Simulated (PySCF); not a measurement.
**`c12cccc(C#N)c1nn[se]2`, C7H3N3Se**

Molfile (atoms numbered from 1):
```
C7H3N3Se
     RDKit          3D

 14 15  0  0  0  0  0  0  0  0999 V2000
   -2.9502   -1.9042    0.9225 N   0  0  0  0  0  0  0  0  0  0  0  0
   -2.0570   -1.2444    0.5917 C   0  0  0  0  0  0  0  0  0  0  0  0
   -0.9887   -0.3881    0.1788 C   0  0  0  0  0  0  0  0  0  0  0  0
   -1.2204    0.9548   -0.1098 C   0  0  0  0  0  0  0  0  0  0  0  0
   -0.1669    1.7870   -0.5146 C   0  0  0  0  0  0  0  0  0  0  0  0
    1.1296    1.3089   -0.6411 C   0  0  0  0  0  0  0  0  0  0  0  0
    1.3821   -0.0394   -0.3551 C   0  0  0  0  0  0  0  0  0  0  0  0
    2.9475   -1.0213   -0.4081 Se  0  0  0  0  0  2  0  0  0  0  0  0
    1.8585   -2.5200    0.1677 N   0  0  0  0  0  0  0  0  0  0  0  0
    0.6776   -2.1916    0.3101 N   0  0  0  0  0  0  0  0  0  0  0  0
    0.3260   -0.8856    0.0537 C   0  0  0  0  0  0  0  0  0  0  0  0
   -2.2317    1.3527   -0.0175 H   0  0  0  0  0  0  0  0  0  0  0  0
   -0.3745    2.8363   -0.7353 H   0  0  0  0  0  0  0  0  0  0  0  0
    1.9342    1.9747   -0.9579 H   0  0  0  0  0  0  0  0  0  0  0  0
  1  2  3  0
  2  3  1  0
  3  4  1  0
  4  5  2  0
  5  6  1  0
  6  7  2  0
  7  8  1  0
  8  9  1  0
  9 10  2  0
 10 11  1  0
 11  3  2  0
 11  7  1  0
  4 12  1  0
  5 13  1  0
  6 14  1  0
M  END
```

Method used: quadratic response CAM-B3LYP/aug-cc-pVDZ first hyperpolarisability, Taylor convention, gas phase in PySCF 2.14.0. Geometry: PBE0-D3(BJ)/def2-SVP.

The calculation is non-relativistic, which matters for the atoms heavier than Zn.

(1) What is the first hyperpolarisability, and how does it disperse?

(2) Which lowest excitations, dipole and polarisabilities go with it?

Answers

(1) In 10⁻³⁰ esu, Taylor convention; the vector part is βᵢ = ⅓ Σⱼ (βᵢⱼⱼ + βⱼᵢⱼ + βⱼⱼᵢ); β∥ is 3/5 of the vector part along the dipole, the dipole points from − to +:
| process | λ (nm) | β vector norm | β∥ | β HRS | depolarisation ratio |
| --- | --- | --- | --- | --- | --- |
| static β(0;0,0) | ∞ | 2.51 | -1.14 | 0.95 | 7.25 |
| second harmonic β(−2ω;ω,ω) | 1907 | 2.65 | -1.19 | 1.01 | 6.95 |
| Pockels β(−ω;ω,0) | 1907 | 2.56 | -1.16 | – | – |
| second harmonic β(−2ω;ω,ω) | 1064 | 3.01 | -1.31 | 1.15 | 6.07 |
| Pockels β(−ω;ω,0) | 1064 | 2.66 | -1.20 | – | – |

(2) S1 3.49 eV (f = 0.001); S2 3.99 eV (f = 0.032); S3 4.38 eV (f = 0.001); dipole 6.59 D; isotropic α 128.2 au static, 128.8 au at 1907 nm, 130.3 au at 1064 nm, 130.9 au at 953.5 nm, 137.9 au at 532 nm.
